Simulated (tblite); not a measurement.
Compound: C5H10BNSSi.
Z-matrix (Å and degrees, GFN2-xTB geometry), rows numbered from 1:
```
Si
S   1  2.1098
B   2  1.9390  1  102.82
N   3  1.5551  2  101.79  1    76.55
C   4  1.3348  3  119.48  2    71.82
C   5  1.3775  4  122.36  3  -173.64
C   6  1.3901  5  119.13  4     0.00
C   7  1.3852  6  118.21  5    -0.46
C   4  1.3328  3  121.39  2  -102.44
H   1  1.4510  2  104.78  3   179.54
H   1  1.4717  2  109.28  3   -61.90
H   1  1.4594  2  111.67  3    57.41
H   3  1.1843  2  110.80  1   -40.47
H   3  1.1822  2  107.91  1  -168.34
H   5  1.0792  4  115.63  3     5.08
H   6  1.0781  5  119.84  4   179.97
H   7  1.0788  6  120.86  5   179.66
H   8  1.0783  7  121.17  6  -179.82
H   9  1.0792  4  116.18  3    -6.67
```

Level: GFN2-xTB in tblite, geometry and Hessian alike; calculated harmonic values, unscaled, isolated species. The method is semi-empirical: single wavenumbers can be off by several per cent or more. Modes of hydrogen on boron and silicon can be 10 to 20 % off. One conformer, not necessarily the lowest.

Harmonic wavenumbers (cm⁻¹): 36.2, 52.8, 82.6, 129.4, 147.3, 234.8, 332.6, 360.7, 436.5, 501.2, 528.1, 540.9, 564.5, 577.7, 614.2, 670.3, 710.0, 751.5, 760.5, 784.1, 816.7, 819.4, 885.2, 909.8, 923.4, 929.4, 941.3, 1004.2, 1007.3, 1090.3, 1109.2, 1114.4, 1162.5, 1197.1, 1222.1, 1271.2, 1313.0, 1420.3, 1436.5, 1554.7, 1580.8, 2166.9, 2286.6, 2364.5, 2511.2, 2540.8, 3097.9, 3100.9, 3105.2, 3112.5, 3116.3.

A = 2162, B = 765.6, C = 673.6 MHz; mass 155.040 u (most abundant isotopes); point group C1, symmetry number 1.

Zero-point energy?

½Σν̃ = 29964 cm⁻¹ = 358.44 kJ/mol.

Give the ideal-gas entropy at 200 K and 1 bar in the rigid-rotor, harmonic-oscillator model (classical rotation).

Translation 163.46, rotation 120.73, vibration 84.88: S = 369.1 J/(mol K).

And Cp and H(200 K) − H(0)?

Cp = 120.97 J/(mol K), of which vibrations give 87.71 (their classical limit is 51 R = 424.0); H(200 K) − H(0) = 15.42 kJ/mol without the zero-point energy, 8.77 from vibrations.

Blend soft modes into free rotors: weight 1/[1 + (100 cm⁻¹/ν̃)⁴] for the oscillator and the rest for a rotor with moment μB/(μ + B), μ = h/(8π²ν), B = 10⁻⁴⁴ kg m². What vibrational entropy results?

75.78 J/(mol K) in place of 84.88, which changes −T·S at 200 K by +1.82 kJ/mol.

What must be added to the electronic energy to get the Gibbs energy at 200 K and 1 bar?

ZPE + [H(200 K) − H(0)] − T·S = 358.44 + 15.42 − 73.81 = 300.05 kJ/mol.

Hindered rotation and anharmonicity are outside this model. Other conformers, if any are populated, would add a mixing term that is left out. The structure is chiral; the term R ln 2 for an equal mix with its mirror image is left out.

Time: 1.5 s of wall time. Hardware: one thread, Arm Neoverse N1 (aarch64), on a shared host. This covers the Hessian and the dipole derivatives.
